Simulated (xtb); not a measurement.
xtb input:

```bash
xtb mol.xyz --gfn 2 --ohess tight --chrg 0 --uhf 0
```
mol.xyz:
```
2

K      0.01878124    -0.01445911    -1.92660541
K      0.02836282    -0.00057860     1.92902668
```

Question: What final total energy does it print?

Answer: -0.39069 Eh (GFN2-xTB).
